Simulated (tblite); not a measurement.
C₄H₁₀N₂OSi₂.
Structure used (GFN2-xTB), in Å, numbered top down from 1:
```xyz
19
C4H10N2OSi2 angstrom
N     -0.9611    2.2269   -0.3957
Si    -0.7882    0.6043   -0.9283
O     -1.9618   -0.2720   -0.2589
Si    -2.7476   -1.1114    0.8839
N      0.7697    0.0706   -0.3456
C      1.9674    0.6730   -0.6167
C      2.9787   -0.0406   -0.0501
C      2.3812   -1.1442    0.6036
C      1.0389   -1.0451    0.3980
H     -1.8465    2.6904   -0.5126
H     -0.2025    2.8765   -0.5161
H     -0.8989    0.3143   -2.3574
H     -2.5145   -2.5226    0.5770
H     -4.1473   -0.7283    0.7165
H     -2.2336   -0.7549    2.2046
H      2.0010    1.5703   -1.2034
H      4.0260    0.1892   -0.0878
H      2.8916   -1.9104    1.1543
H      0.2376   -1.6767    0.7274
```

Computed values, GFN2-xTB/tblite, gas phase, harmonic and unscaled. The method is semi-empirical: single wavenumbers can be off by several per cent or more. Modes of hydrogen on silicon can be 10 to 20 % off. One conformer, not necessarily the lowest.

Harmonic wavenumbers (cm⁻¹): 27.5, 40.3, 64.3, 68.9, 103.0, 139.1, 162.5, 242.9, 260.3, 301.4, 461.3, 492.0, 574.3, 577.6, 588.2, 604.8, 617.0, 679.9, 710.9, 768.1, 774.7, 780.0, 787.9, 803.4, 821.5, 829.3, 836.5, 841.0, 910.9, 938.5, 1078.9, 1084.6, 1100.9, 1119.5, 1198.8, 1264.3, 1333.1, 1409.7, 1476.7, 1505.0, 1566.4, 2249.0, 2259.1, 2263.3, 2280.3, 3143.7, 3149.6, 3158.6, 3167.1, 3489.9, 3527.6.

A = 1997, B = 800.4, C = 608.7 MHz; mass 158.033 u (most abundant isotopes); point group C1, symmetry number 1.

Zero-point energy?

½Σν̃ = 29317 cm⁻¹ = 350.71 kJ/mol.

Entropy at 298.15 K, 1 bar (ideal gas, RRHO, classical rotation)?

Translation 172.00, rotation 126.28, vibration 168.27: S = 466.5 J/(mol K).

And Cp and H(298.15 K) − H(0)?

Cp = 188.37 J/(mol K), of which vibrations give 155.11 (their classical limit is 51 R = 424.0); H(298.15 K) − H(0) = 34.16 kJ/mol without the zero-point energy, 24.24 from vibrations.

How do the functions run with temperature in this model?

| T (K) | S (J/(mol K)) | Cp (J/(mol K)) | H − H(0) (kJ/mol) | G − H(0) (kJ/mol) | ln q(vib) |
| --- | --- | --- | --- | --- | --- |
| 150 | 366.0 | 113.8 | 11.84 | -43.06 | 5.40 |
| 250 | 435.6 | 164.0 | 25.67 | -83.22 | 8.87 |
| 400 | 528.4 | 233.3 | 55.72 | -155.65 | 13.75 |
| 600 | 635.7 | 295.0 | 109.05 | -272.37 | 19.93 |
| 900 | 766.6 | 349.4 | 206.48 | -483.50 | 28.32 |

q(vib) and H(0) count from the zero-point level.

Blend soft modes into free rotors: weight 1/[1 + (100 cm⁻¹/ν̃)⁴] for the oscillator and the rest for a rotor with moment μB/(μ + B), μ = h/(8π²ν), B = 10⁻⁴⁴ kg m². What vibrational entropy results?

146.13 J/(mol K) in place of 168.27, which changes −T·S at 298.15 K by +6.60 kJ/mol.

What must be added to the electronic energy to get the Gibbs energy at 298.15 K and 1 bar?

ZPE + [H(298.15 K) − H(0)] − T·S = 350.71 + 34.16 − 139.10 = 245.77 kJ/mol.

Hindered rotation and anharmonicity are outside this model. Other conformers, if any are populated, would add a mixing term that is left out. The structure is chiral; the term R ln 2 for an equal mix with its mirror image is left out.
